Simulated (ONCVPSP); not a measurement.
**Configuration tests for carbon (ONCV)**

| Property | Result |
| --- | --- |
| Element | carbon (C) |
| Generator | ONCVPSP 4.0.1 |
| Type | optimised norm-conserving Vanderbilt (ONCV) |
| Functional | PBEsol |
| Relativity | scalar-relativistic |
| Frozen core | [He] |
| Valence charge | 4 |
| Reference configuration | 2s2 2p2 |
| Partial waves | 2s: rc 1.10 bohr, ncon 4, nbas 8, qcut 5.4 1/bohr, 3 projectors, debl 3.7 Ha; 2p: rc 1.70 bohr, ncon 4, nbas 7, qcut 7.9 1/bohr, 2 projectors, debl 2.5 Ha |
| Local potential | polynomial inside 0.90 bohr (lpopt 5, dvloc0 0 Ha) |
| Core correction | none |

Energies are relative to the spin-unpolarised reference configuration 2s2 2p2; without spin polarisation the order of configurations can differ from experiment.

Problem. Give the all-electron excitation energy and the error of the potential for: 2s2 2p1; 2s2 2p0; 2s1 2p0; 2s0 2p4.

Solution.

```csv
valence configuration,charge,ΔE all-electron (eV),error AE − PS (meV)
2s2 2p1,+1,10.789,+15
2s2 2p0,+2,34.807,+154
2s1 2p0,+3,82.771,+359
2s0 2p4,0,16.872,+17
```

Levels in the configuration 2s2 2p0:

| level | all-electron (eV) | pseudo (eV) |
| --- | --- | --- |
| 2s | -40.178 | -40.040 |
